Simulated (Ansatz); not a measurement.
Species: H2BIO2, SMILES `OB(O)I` (H–O–B–I torsion 180°, I–B–O–H torsion -180°) (charge 0, multiplicity 1).

### Question
Give a relaxed geometry from PBE0-D3(BJ)/def2-TZVP (Ansatz, a quantum-chemistry and plane-wave program).

### Answer
One answer among several that fit: the end point of this relaxation, one of several conformers (outside a Z-matrix the atoms follow the SMILES, hydrogens last).
Bonded distances (Å): O1–B2 1.354, O1–H5 0.961, B2–O3 1.354, B2–I4 2.143, O3–H6 0.961. Bond angles (°): B2–O1–H5 115.6, O1–B2–O3 127.0, O1–B2–I4 116.5, O3–B2–I4 116.5, B2–O3–H6 115.6.
